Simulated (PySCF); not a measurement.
Coordinates in bohr (charge 0 multiplicity 3):
```
Fe    0.0000    0.0000   -0.0347
H    -1.8355    0.0000   -2.2769
H    -2.9321    0.0000    0.8461
H    -2.1525    0.0000    2.2778
H     1.8355    0.0000   -2.2769
H     2.9321    0.0000    0.8461
H     2.1525    0.0000    2.2778
```

Method: UPBE0 in PySCF with Fe def2-TZVP, H def2-TZVP; no relativity; density-fitted integrals.

This geometry of FeH₆ is a stationary point at this level.

Problem. What is the point group?

Solution. C2v.

Problem. Is it a minimum?

Solution. Yes: all harmonic wavenumbers are real.

Problem. List the harmonic modes with their infrared intensities.

Solution. 
```
symmetry  ω (cm⁻¹)  IR (km/mol)
      a1       500          144
      b1       510          9.5
      b2       604         24.9
      a2       682          0.0
      b1       694         19.1
      a1       700         56.7
      a2       879          0.0
      a1      1050         83.6
      b2      1061         22.4
      a1      1783          2.7
      b2      1786         50.6
      b2      1893          168
      a1      1931         72.9
      b2      2793          110
      a1      2842          315
```

Problem. Give the atomic charges and bond orders.

Solution. 
```
atom  Mulliken  Löwdin  polar tensor  spin (Mulliken)  Mayer order to Fe1
 Fe1     -0.22   -0.29         -0.22             2.30                   –
H2,5     -0.03   -0.05         -0.13            -0.11                0.81
H3,6      0.11    0.12          0.22            -0.02                0.38
H4,7      0.03    0.08          0.02            -0.03                0.37
```
Other Mayer orders above 0.3: H–H 0.56 (×2).

In C2v the vibrations span 6a1 + 2b1 + 5b2 + 2a2. Here b1 is antisymmetric to the molecular plane and b2 lies in it. The a2 modes carry no infrared intensity, as symmetry demands.

This need not be the most stable arrangement of these atoms. With open d or f shells other occupations or spin states may lie lower.
